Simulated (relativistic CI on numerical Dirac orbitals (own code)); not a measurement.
## Hyperfine structure of Er10+, mass number 167

Computed by Dirac-Coulomb-Breit CI, KLI orbitals optimised for each configuration, model QED (radiative potential, 1s self-energy scaled to tabulated hydrogen-like ionisation energies), unscaled Slater integrals (own radial code, finite nucleus).

Configuration list (outside the closed core [Ar] 3d10 4p6 4d10): 4s²4f¹⁰5s², 4s²4f¹⁰5s5p, 4s²4f¹², 4s²4f¹¹5s, 4s²4f¹¹5p, 4s²4f¹¹6s, 4s²4f¹⁰5s6s, 4s²4f⁸5s²6s², 4s²4f¹⁰5s7s, 4s4f¹¹5s². The list is cut by size and lacks configurations that can hold low levels.

Nuclear spin I = 7/2, μ = -0.5623 μN, Q = 3.57 b (tables of Stone and Pyykkö). The electronic factors are computed for point nuclear moments, without core polarisation or the Bohr-Weisskopf and QED corrections.

```json
{"Level": "4s²4f¹⁰5s² ⁵I8", "E (eV)": "0.0000", "A (MHz)": "-170.3", "B (MHz)": "2720"}
{"Level": "4s²4f¹⁰5s² ⁵I7", "E (eV)": "0.7426", "A (MHz)": "-176.5", "B (MHz)": "2510"}
{"Level": "4s²4f¹⁰5s² ⁵I6", "E (eV)": "1.2807", "A (MHz)": "-182.4", "B (MHz)": "2360"}
{"Level": "4s²4f¹⁰5s² ⁵I5", "E (eV)": "1.6851", "A (MHz)": "-193.9", "B (MHz)": "2240"}
{"Level": "4s²4f¹⁰5s² ⁵I4", "E (eV)": "2.0016", "A (MHz)": "-217.6", "B (MHz)": "2380"}
{"Level": "4s²4f¹⁰5s² ⁵F5", "E (eV)": "2.9448", "A (MHz)": "-157.6", "B (MHz)": "-2050"}
{"Level": "4s²4f¹⁰5s² ⁵F4", "E (eV)": "3.4216", "A (MHz)": "-165.5", "B (MHz)": "-1730"}
{"Level": "4s²4f¹⁰5s² ³K8", "E (eV)": "3.4294", "A (MHz)": "-175.6", "B (MHz)": "-825"}
```

Levels with J = 0, under 50 % of one LS term, or S terms without an open s electron are left out. Small factors come from cancelling terms and can be off by tens of per cent or more.

At this charge energies of transitions that change n are usually good to better than 1 %, and those within a shell (Δn = 0) to a few per cent. Terms inside the open d or f shell come out 10 to 20 % too wide with unscaled integrals. Levels and lines within the n = 5 or 6 shells can be off by up to 10 % or somewhat more, and those that change n by about 2 %, since core polarisation is missing.

Q: Give the hyperfine levels of 4s²4f¹⁰5s² ⁵I8 relative to its centre of gravity.

A: With K = F(F + 1) − I(I + 1) − J(J + 1), E = AK/2 + B[¾K(K + 1) − I(I + 1)J(J + 1)]/[2I(2I − 1)J(2J − 1)]: F = 9/2: 6334, F = 11/2: 4890, F = 13/2: 3309, F = 15/2: 1655, F = 17/2: 0.9683, F = 19/2: -1571, F = 21/2: -2968, F = 23/2: -4089 MHz.

LS names give the leading component of a level, which can be under half, so a name can repeat, a term be missing and a line seem to break the LS rules.
